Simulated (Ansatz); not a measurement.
C$_{5}$H$_{8}$OS, SMILES `O=C1CCCSC1`, relaxed with RKS PBE0-D4/def2-TZVP in Ansatz from a PBE-D4/def2-SVP geometry. The force threshold is 0.005 eV/Å; the program also tests the step.

Charge 0, multiplicity 1.

Start:

```xyz
15

O    -1.637   -1.803    1.041
C    -0.955   -0.826    0.779
C    -1.149   -0.001   -0.490
C     0.123    0.133   -1.351
C     1.318    0.670   -0.564
S     1.770   -0.420    0.834
C     0.154   -0.344    1.710
H    -1.478    1.015   -0.172
H    -1.977   -0.461   -1.064
H     0.386   -0.860   -1.770
H    -0.087    0.804   -2.214
H     1.122    1.695   -0.179
H     2.226    0.724   -1.198
H    -0.032    0.696    2.058
H     0.218   -1.022    2.582
```

| step | energy (eV) | largest force (eV/Å) | largest move (Å) |
| --- | --- | --- | --- |
| 1 | -18189.0642 | 0.968 | 0.000 |
| 2 | -18189.1348 | 0.222 | 0.029 |
| 3 | -18189.1423 | 0.154 | 0.018 |
| 4 | -18189.1429 | 0.095 | 0.014 |
| 5 | -18189.1433 | 0.021 | 0.005 |
| 6 | -18189.1434 | 0.009 | 0.002 |
| 7 | -18189.1434 | 0.006 | 0.003 |
| 8 | -18189.1434 | 0.006 | 0.001 |
| 9 | -18189.1434 | 0.003 | 0.002 |

End:

```xyz
15

O    -1.606   -1.789    1.016
C    -0.941   -0.816    0.766
C    -1.142    0.007   -0.483
C     0.121    0.124   -1.337
C     1.304    0.665   -0.557
S     1.747   -0.395    0.833
C     0.155   -0.344    1.692
H    -1.453    1.012   -0.166
H    -1.962   -0.435   -1.050
H     0.378   -0.859   -1.740
H    -0.084    0.780   -2.190
H     1.106    1.677   -0.189
H     2.197    0.712   -1.183
H    -0.041    0.676    2.038
H     0.219   -1.014    2.549
```

Hardware: 2 threads of an AMD EPYC 7R13 on a shared host and a share of an NVIDIA H100 80 GB. Wall time 35 s, peak host memory 0.9 GiB.
